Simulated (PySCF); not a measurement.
C₄H₅N₂O (charge -1).
SMILES: `c1c(OC)[n-]cn1`

Closed-shell single points with PySCF (density fitting; grid level 2 and gas phase unless stated) on one GFN2-xTB geometry.

Problem. Rank these settings by the LUMO energy, lowest first.
A. revPBE/IGLO-II, energy threshold 1e-06 Eh, level shift 0.2 Eh
B. PBE0/pcSseg-1
C. X3LYP/6-31++G**, start guess sap, fitting basis def2-universal-jkfit
D. KT3/MINI

Solution. C (2.74 eV), A (4.85 eV), B (5.68 eV), D (5.85 eV).

Problem. Rank these settings by the HOMO–LUMO gap, lowest first.
A. PBE0/pcSseg-1
B. revPBE/IGLO-II, energy threshold 1e-06 Eh, level shift 0.2 Eh
C. wB97X-D/ANO-RCC-VDZP
D. KT3/MINI
E. X3LYP/6-31++G**, start guess sap, fitting basis def2-universal-jkfit

Solution. E (3.03 eV), B (3.96 eV), A (5.89 eV), D (6.23 eV), C (7.39 eV).

All figures of these runs:

```json
{"settings": "PBE0/pcSseg-1", "basis functions": "144", "SCF cycles": "14", "E (Eh)": "-339.7469", "HOMO (eV)": "-0.21", "LUMO (eV)": "5.68"}
{"settings": "revPBE/IGLO-II, energy threshold 1e-06 Eh, level shift 0.2 Eh", "basis functions": "184", "SCF cycles": "9", "E (Eh)": "-340.1592", "HOMO (eV)": "0.89", "LUMO (eV)": "4.85"}
{"settings": "KT3/MINI", "basis functions": "40", "SCF cycles": "15", "E (Eh)": "-342.6451", "HOMO (eV)": "-0.38", "LUMO (eV)": "5.85"}
{"settings": "X3LYP/6-31++G**, start guess sap, fitting basis def2-universal-jkfit", "basis functions": "156", "SCF cycles": "16", "E (Eh)": "-340.0423", "HOMO (eV)": "-0.29", "LUMO (eV)": "2.74"}
{"settings": "wB97X-D/ANO-RCC-VDZP", "basis functions": "123", "SCF cycles": "14", "E (Eh)": "-340.1485", "HOMO (eV)": "-1.82", "LUMO (eV)": "5.57"}
```

wB97X-D ran without the empirical dispersion term, which would shift the total energy alone. Cycle counts include a coarse-grid stage where the run had one. All basis functions are spherical, in the Pople sets too. KT3 was designed for NMR shieldings or shifts; total energies of different functionals aren't comparable. ANO-RCC sets were contracted for a scalar-relativistic Hamiltonian, but ran non-relativistically here. The HOMO energy is positive at revPBE/IGLO-II; such an orbital is held in place by the finite basis.

The values belong to the conformer `[CH3:1][O:2][c:3]1[cH:4][n:5][cH:6][n-:7]1`: C1–O2–C3–C4 180°.
